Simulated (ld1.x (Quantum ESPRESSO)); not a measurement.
**LDA (PZ) TM semilocal dataset for Hf (Z = 72), scalar-relativistic all-electron reference.**

ld1.x (Quantum ESPRESSO) 7.5 input, shortened:

```
&input
   title='Hf', zed=72., rel=1, dft='PZ', iswitch=3,
   config='[Xe] 4f14 5d2 6s1 6p0'
 /
 &inputp
   pseudotype=1, tm=.true., lloc=0,
   nlcc=.true., new_core_ps=.true.
 /
3
5P  2  1   6.00   0.00  2.30  2.30  0.0
5D  3  2   2.00   0.00  2.90  2.90  0.0
6S  1  0   1.00   0.00  2.25  2.25  0.0
 &test
   configts(1)='5p6 5d2 6s1 6p0'
 /
```

All-electron outer shells of the reference configuration (LDA (PZ), scalar-relativistic, ld1.x):

```csv
shell,level (eV),outermost node (bohr),outermost maximum (bohr)
5p,-42.74,0.60,1.16
4f,-24.07,–,0.45
6s,-11.26,1.36,2.75
5d,-9.48,0.67,1.67
6p,-6.52,1.64,3.57
```

Task: Estimate the cutoffs (Ry, on a coarse ladder) from which the occupation-weighted sum of valence levels, in a spherical-Bessel basis at the reference potential, stays within 10 and 1 mRy of its value at 400 Ry.

Result: 25 Ry and 40 Ry.

Task: Tests: 5p6 5d2 6s2 6p0; 5p6 5d2 6s0 6p0; 5p6 5d1 6s0 6p0; 5p6 5d2.5 6s1.5 6p0; 5p6 5d3 6s0 6p0; 5p5 5d2 6s2 6p0; 5p6 5d2 6s1 6p1. Which has the largest error in its energy relative to the reference configuration, and how large is it?

Result: 5p5 5d2 6s2 6p0, with -312 meV (all-electron minus pseudo) on +33.02 eV.
